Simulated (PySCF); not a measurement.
**TaB: from constants to spectrum**

UHF-CCSD(T) constants of TaB, ⁷Σ⁺ (septet), unpaired electrons σ ↑↑, π ↑↑, δ ↑↑ (basis Ta def2-TZVPP with ECP60, B def2-TZVPP; scalar-relativistic core potentials; PySCF 2.14; masses 180.9480 and 11.0093 u):

```
ωe                     : 665.1 cm⁻¹
ωexe                   : 2.51 cm⁻¹
Be                     : 0.36971 cm⁻¹
αe                     : 0.00201 cm⁻¹
D (centrifugal)        : 4.57e-07 cm⁻¹
De to Ta (5d3 6s2) + B : 2.50 eV
```

Give the vibrational terms G(v) and spacings up to v = 6.

G(v) = ωe(v+½) − ωexe(v+½)².

```tsv
v	G(v) (cm⁻¹)	G(v) − G(v−1)	Bv (cm⁻¹)
0	332		0.3687
1	992	660	0.3667
2	1647	655	0.3647
3	2297	650	0.3627
4	2942	645	0.3607
5	3582	640	0.3587
6	4217	635	0.3566
```

A state of this spin cannot dissociate to the ground-state fragments, so its own limit lies higher than the one that De refers to.

Correlated steps freeze 1 core orbital. These are scalar-relativistic numbers at best; spin–orbit coupling would shift them, the dissociation energy most. With d or f electrons several states lie close, and the lowest PBE0 determinant need not be the measured ground state.
